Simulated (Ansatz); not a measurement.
Geometry optimisation, Ansatz 0.2.0, UKS PBE/def2-SVP.

Input:

```yaml
crystal:
  periodic: [false, false, false]
  atoms:
    - { symbol: W, position_ang: [0.096711, 0.021723, -0.034018] }
    - { symbol: Cl, position_ang: [-0.52333, -0.515263, 2.186178] }
    - { symbol: F, position_ang: [1.735881, 0.540403, 0.715653] }
    - { symbol: F, position_ang: [0.270377, 1.721431, -0.802291] }
    - { symbol: H, position_ang: [-1.440936, 0.641524, 0.262545] }
    - { symbol: F, position_ang: [0.56184, -1.785242, -0.209827] }
    - { symbol: F, position_ang: [-0.731502, -0.356474, -1.670124] }
    - { symbol: "N", position_ang: [0.246992, -0.472224, 5.012903] }
    - { symbol: H, position_ang: [-0.715046, -0.297873, 5.386684] }
    - { symbol: H, position_ang: [0.629012, 0.501997, 5.012297] }
magnetization:
  spin_polarized: true
  initial_magnetization: 1
basis:
  gaussian: { orbitals: def2-SVP }
hamiltonian:
  xc: pbe
relax:
  f_tol: 0.03
  max_steps: 50
```

Launched with:

```bash
$ ansatz run input.yaml --threads 4 --pin off --max-ram 5120MiB --backend cpu --events-out ev --progress --plain --runs-dir out
```

Task: Where does it end, and by what steps?

Result: The forces met the threshold. The force dipped under the threshold on the way, but the program's further checks kept it going. After 49 steps the energy has fallen by 0.081 eV; H9 moved furthest, 1.97 Å.

| step | energy less start (eV) | largest force component (eV/Å) | accepted |
| --- | --- | --- | --- |
| 0 | 0.0000 | 0.674 | yes |
| 2 | -0.0297 | 0.318 | yes |
| 4 | -0.0393 | 0.176 | yes |
| 6 | -0.0216 | 0.304 | no |
| 8 | -0.0479 | 0.086 | yes |
| 10 | -0.0492 | 0.033 | yes |
| 12 | -0.0498 | 0.182 | yes |
| 14 | -0.0519 | 0.038 | yes |
| 16 | -0.0531 | 0.114 | yes |
| 18 | -0.0539 | 0.225 | yes |
| 20 | -0.0554 | 0.399 | no |
| 22 | -0.0591 | 0.066 | yes |
| 24 | -0.0603 | 0.045 | yes |
| 26 | -0.0624 | 0.254 | yes |
| 28 | -0.0656 | 0.091 | yes |
| 30 | -0.0620 | 0.409 | no |
| 32 | -0.0704 | 0.026 | yes |
| 34 | -0.0728 | 0.186 | yes |
| 36 | -0.0748 | 0.170 | yes |
| 38 | -0.0761 | 0.011 | yes |
| 40 | -0.0771 | 0.086 | yes |
| 42 | -0.0785 | 0.124 | yes |
| 44 | -0.0794 | 0.060 | yes |
| 46 | -0.0805 | 0.106 | yes |
| 48 | -0.0811 | 0.047 | yes |
| 49 | -0.0814 | 0.025 | yes |

```xyz
10
Properties=species:S:1:pos:R:3
W -0.061 0.128 0.356
Cl -1.469 -0.156 2.157
F 0.992 1.170 1.521
F 0.177 1.645 -0.713
H -1.647 0.373 -0.188
F 0.767 -1.467 0.909
F 0.000 -0.773 -1.283
N 0.071 -0.288 4.592
H 0.690 0.486 4.256
H 0.611 -1.118 4.253
```

Whether the end is a true minimum wasn't checked by a vibrational analysis.

Run time: 2.7 min on 4 threads of Arm Neoverse V2, with other jobs on the host, peak memory 0.28 GiB.
